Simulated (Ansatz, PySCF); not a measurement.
The Ansatz (a quantum-chemistry and plane-wave program) input:
Ansatz 0.2 input:
```yaml
crystal:
  periodic: [false, false, false]
  atoms:
    - {symbol: F, position_ang: [-1.75854617, -0.86921053, 0.20925575]}
    - {symbol: As, position_ang: [0.07555063, -0.21534643, 0.07876260]}
    - {symbol: F, position_ang: [1.94209977, 0.34601691, -0.01789853]}
    - {symbol: F, position_ang: [-0.46057259, 1.31279719, -0.48015343]}
basis:
  gaussian:
    orbitals: STO-3G
hamiltonian:
  xc: {name: wB97X-V}
magnetization: {spin_polarized: true, initial_magnetization: 2}
accuracy: high
```

Convert this to an input for PySCF.

This is not unique; one that fits is 
```python
from pyscf import gto, scf, dft

mol = gto.M(
    atom='''
F    -1.75854617   -0.86921053    0.20925575
As    0.07555063   -0.21534643    0.07876260
F     1.94209977    0.34601691   -0.01789853
F    -0.46057259    1.31279719   -0.48015343
''',
    basis='sto-3g',
    spin=2,
    verbose=4,
)

mf = dft.UKS(mol)
mf.xc = 'wb97x_v'
mf.grids.atom_grid = (99, 590)
mf.grids.prune = None
mf.kernel()
```

Both were run: Ansatz gave -2505.401041 Eh and PySCF -2505.401045 Eh, 0.004 mEh apart.
